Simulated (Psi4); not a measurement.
C3H3, charge -1, singlet, at a GFN2-xTB geometry (a gas-phase anion, which may not be bound at this level), atoms displaced at random by about 0.08 Å a coordinate; PBE0/6-31G, gradient (Psi4).

Input for Psi4:
```
memory 2 GB

molecule {
-1 1
C     0.00595938    0.18139381    0.42210769
C    -0.03563532   -0.04922912    1.60222313
C     0.02408584    0.07825327   -1.06012148
H     0.11730438    0.97697931   -1.65989133
H     0.99310600   -0.43651421   -1.46699576
H    -0.96962412   -0.46101764   -1.60892064
symmetry c1
no_reorient
no_com
}

set {
  basis 6-31g
}

gradient('pbe0')
print_variables()
```

### Question
Write the output that Psi4 gives for this input, abridged.

### Answer

```
gradient() will perform analytic gradient computation.

   => Loading Basis Set <=

    Name: 6-31G
    Role: ORBITAL
    Keyword: BASIS

         ---------------------------------------------------------
                                   SCF
               by Justin Turney, Rob Parrish, Andy Simmonett
                          and Daniel G. A. Smith
                              RKS Reference
         ---------------------------------------------------------

  ==> Geometry <==

    Molecular point group: c1
    Full point group: C1

    Geometry (in Angstrom), charge = -1, multiplicity = 1:

       Center              X                  Y                   Z               Mass
    ------------   -----------------  -----------------  -----------------  -----------------
         C            0.005959380000     0.181393810000     0.422107690000    12.000000000000
         C           -0.035635320000    -0.049229120000     1.602223130000    12.000000000000
         C            0.024085840000     0.078253270000    -1.060121480000    12.000000000000
         H            0.117304380000     0.976979310000    -1.659891330000     1.007825032230
         H            0.993106000000    -0.436514210000    -1.466995760000     1.007825032230
         H           -0.969624120000    -0.461017640000    -1.608920640000     1.007825032230

  Running in c1 symmetry.

  Rotational constants: A =      4.44624  B =      0.30232  C =      0.30047 [cm^-1]
  Rotational constants: A = 133294.77994  B =   9063.30236  C =   9007.96504 [MHz]
  Nuclear repulsion =   51.897715173202592

  Charge       = -1
  Multiplicity = 1
  Electrons    = 22
  Nalpha       = 11
  Nbeta        = 11

  ==> Algorithm <==

  SCF Algorithm Type is DF.
  DIIS enabled.
  MOM disabled.
  Fractional occupation disabled.
  Guess Type is SAD.
  Energy threshold   = 1.00e-08
  Density threshold  = 1.00e-08
  Integral threshold = 1.00e-12

  ==> Primary Basis <==

  Basis Set: 6-31G
    Blend: 6-31G
    Number of shells: 21
    Number of basis functions: 33
    Number of Cartesian functions: 33
    Spherical Harmonics?: false
    Max angular momentum: 1

  ==> DFT Potential <==

   => LibXC <=

    Version 7.1.2
    S. Lehtola, C. Steigemann, M. J. T. Oliveira, and M. A. L. Marques,  SoftwareX 7, 1–5 (2018) (10.1016/j.softx.2017.11.002)

   => Composite Functional: PBE0 <=

    PBE0 Hyb-GGA Exchange-Correlation Functional

    C. Adamo and V. Barone,  J. Chem. Phys. 110, 6158 (1999) (10.1063/1.478522)
    M. Ernzerhof and G. E. Scuseria,  J. Chem. Phys. 110, 5029 (1999) (10.1063/1.478401)

    Deriv               =              1
    GGA                 =           TRUE
    Meta                =          FALSE

    Exchange Hybrid     =           TRUE
    MP2 Hybrid          =          FALSE

   => Exchange Functionals <=

    0.7500   Perdew, Burke & Ernzerhof

   => Exact (HF) Exchange <=

    0.2500               HF

   => Correlation Functionals <=

    1.0000   Perdew, Burke & Ernzerhof

   => LibXC Density Thresholds  <==

    XC_HYB_GGA_XC_PBEH:  1.00E-15

   => Molecular Quadrature <=

    Radial Scheme          =       TREUTLER
    Pruning Scheme         =           NONE
    Nuclear Scheme         =       TREUTLER

    Blocking Scheme        =         OCTREE
    BS radius alpha        =              1
    Pruning alpha          =              1
    Radial Points          =             75
    Spherical Points       =            302
    Total Points           =         128759
    Total Blocks           =           1040
    Max Points             =            256
    Max Functions          =             33
    Weights Tolerance      =       1.00E-15

   => Loading Basis Set <=

    Name: (6-31G AUX)
    Role: JKFIT
    Keyword: DF_BASIS_SCF

  ==> Integral Setup <==

  SCF_SUBTYPE=INCORE selected. In-core MEM_DF algorithm will be used.
  Using in-core AOs.

  ==> MemDFJK: Density-Fitted J/K Matrices <==

    J tasked:                   Yes
    K tasked:                   Yes
    wK tasked:                   No
    Algorithm:                 Core
    Schwarz Cutoff:           1E-12
    Mask sparsity (%):       0.1837
    Fitting Condition:        1E-10

   => Auxiliary Basis Set <=

  Basis Set: (6-31G AUX)
    Blend: CC-PVDZ-JKFIT
    Number of shells: 99
    Number of basis functions: 318
    Number of Cartesian functions: 318
    Spherical Harmonics?: false
    Max angular momentum: 3

  Minimum eigenvalue in the overlap matrix is 2.0389728567E-03.
  Reciprocal condition number of the overlap matrix is 4.6282009741E-04.
    Using symmetric orthogonalization.

  ==> Pre-Iterations <==

  SCF Guess: Superposition of Atomic Densities via on-the-fly atomic UHF (no occupation information).

   -------------------------
    Irrep   Nso     Nmo
   -------------------------
     A         33      33
   -------------------------
    Total      33      33
   -------------------------

  ==> Iterations <==

                           Total Energy        Delta E     RMS |[F,P]|

   @DF-RKS iter SAD:  -115.08714576849104   -1.15087e+02   0.00000e+00
   @DF-RKS iter   1:  -115.51364206948696   -4.26496e-01   1.93841e-02 DIIS/ADIIS
   @DF-RKS iter   2:  -115.49553648064953    1.81056e-02   1.96529e-02 DIIS/ADIIS
   @DF-RKS iter   3:  -115.79235641780618   -2.96820e-01   3.67785e-03 DIIS/ADIIS
   @DF-RKS iter   4:  -115.79666002720086   -4.30361e-03   2.76354e-03 DIIS/ADIIS
   @DF-RKS iter   5:  -115.80088518388584   -4.22516e-03   3.09766e-04 DIIS/ADIIS
   @DF-RKS iter   6:  -115.80094256817522   -5.73843e-05   1.02132e-04 DIIS/ADIIS
   @DF-RKS iter   7:  -115.80094862379740   -6.05562e-06   4.57839e-06 DIIS
   @DF-RKS iter   8:  -115.80094864359910   -1.98017e-08   6.40227e-07 DIIS
   @DF-RKS iter   9:  -115.80094864406354   -4.64439e-10   1.34588e-07 DIIS
   @DF-RKS iter  10:  -115.80094864408066   -1.71241e-11   1.63141e-08 DIIS
   @DF-RKS iter  11:  -115.80094864408120   -5.40012e-13   1.61404e-09 DIIS
  Energy and wave function converged.

[...]
      Ntotal   =   22.0000002057 ; deviation = 2.057e-07

    Orbital Energies [Eh]
    ---------------------

    Doubly Occupied:

[...]
    Virtual:

[...]
      33A      1.645546

    Final Occupation by Irrep:
              A
    DOCC [    11 ]
    NA   [    11 ]
    NB   [    11 ]

  @DF-RKS Final Energy:  -115.80094864408120

   => Energetics <=

    Nuclear Repulsion Energy =             51.8977151732025916
    One-Electron Energy =                -262.8187389893419663
    Two-Electron Energy =                 108.3054009637788369
    DFT Exchange-Correlation Energy =     -13.1853257917206541
    Empirical Dispersion Energy =           0.0000000000000000
    VV10 Nonlocal Energy =                  0.0000000000000000
    Total Energy =                       -115.8009486440812026

Computation Completed

Properties will be evaluated at   0.000000,   0.000000,   0.000000 [a0]

Properties computed using the SCF density matrix

 Multipole Moments:

 ------------------------------------------------------------------------------------
     Multipole            Electronic (a.u.)      Nuclear  (a.u.)        Total (a.u.)
 ------------------------------------------------------------------------------------

 L = 1.  Multiply by 2.5417464519 to convert [e a0] to [Debye]
 Dipole X            :         -0.0980188            0.2026649            0.1046461
 Dipole Y            :         -2.5213346            2.5359278            0.0145932
 Dipole Z            :         -4.4583637            1.9831699           -2.4751938
 Magnitude           :                                                    2.4774479

 ------------------------------------------------------------------------------------

         ------------------------------------------------------------
                                   SCF GRAD
                          Rob Parrish, Justin Turney,
                       Andy Simmonett, and Alex Sokolov
         ------------------------------------------------------------

  ==> Geometry <==

    Molecular point group: c1
    Full point group: C1

    Geometry (in Angstrom), charge = -1, multiplicity = 1:

       Center              X                  Y                   Z               Mass
    ------------   -----------------  -----------------  -----------------  -----------------
         C            0.005959380000     0.181393810000     0.422107690000    12.000000000000
         C           -0.035635320000    -0.049229120000     1.602223130000    12.000000000000
         C            0.024085840000     0.078253270000    -1.060121480000    12.000000000000
         H            0.117304380000     0.976979310000    -1.659891330000     1.007825032230
         H            0.993106000000    -0.436514210000    -1.466995760000     1.007825032230
         H           -0.969624120000    -0.461017640000    -1.608920640000     1.007825032230

  Nuclear repulsion =   51.897715173202592

  ==> Basis Set <==

  Basis Set: 6-31G
    Blend: 6-31G
    Number of shells: 21
    Number of basis functions: 33
    Number of Cartesian functions: 33
    Spherical Harmonics?: false
    Max angular momentum: 1

  ==> DFJKGrad: Density-Fitted SCF Gradients <==

    Gradient:                    1
    J tasked:                  Yes
    K tasked:                  Yes
    wK tasked:                  No
    Integrals threads:           1
    Schwarz Cutoff:          1E-12
    Fitting Condition:       1E-10

   => Auxiliary Basis Set <=

  Basis Set: (6-31G AUX)
    Blend: CC-PVDZ-JKFIT
    Number of shells: 99
    Number of basis functions: 318
    Number of Cartesian functions: 318
    Spherical Harmonics?: false
    Max angular momentum: 3

  ==> DFT Potential <==

   => LibXC <=

    Version 7.1.2
    S. Lehtola, C. Steigemann, M. J. T. Oliveira, and M. A. L. Marques,  SoftwareX 7, 1–5 (2018) (10.1016/j.softx.2017.11.002)

   => Composite Functional: PBE0 <=

    PBE0 Hyb-GGA Exchange-Correlation Functional

    C. Adamo and V. Barone,  J. Chem. Phys. 110, 6158 (1999) (10.1063/1.478522)
    M. Ernzerhof and G. E. Scuseria,  J. Chem. Phys. 110, 5029 (1999) (10.1063/1.478401)

    Deriv               =              1
    GGA                 =           TRUE
    Meta                =          FALSE

    Exchange Hybrid     =           TRUE
    MP2 Hybrid          =          FALSE

   => Exchange Functionals <=

    0.7500   Perdew, Burke & Ernzerhof

   => Exact (HF) Exchange <=

    0.2500               HF

   => Correlation Functionals <=

    1.0000   Perdew, Burke & Ernzerhof

   => LibXC Density Thresholds  <==

    XC_HYB_GGA_XC_PBEH:  1.00E-15

   => Molecular Quadrature <=

    Radial Scheme          =       TREUTLER
    Pruning Scheme         =           NONE
    Nuclear Scheme         =       TREUTLER

    Blocking Scheme        =         OCTREE
    BS radius alpha        =              1
    Pruning alpha          =              1
    Radial Points          =             75
    Spherical Points       =            302
    Total Points           =         128759
    Total Blocks           =           1040
    Max Points             =            256
    Max Functions          =             33
    Weights Tolerance      =       1.00E-15

  -Total Gradient:
     Atom            X                  Y                   Z
    ------   -----------------  -----------------  -----------------
       1        0.001469668309    -0.007862468504     0.136189031707
       2        0.003055105059     0.013995707988    -0.112066542502
       3        0.005812852619     0.033332918318     0.021368551321
       4        0.007018530936    -0.023268197976    -0.002687660868
       5        0.030096757289     0.001494474298    -0.013561278245
       6       -0.047451678910    -0.017691277975    -0.029244154072

  Variable Map:
  ----------------------------------------------------------------------------
[...]
  Array Variable Map:
  ----------------------------------------------------------------------------
[...]
[...]
```
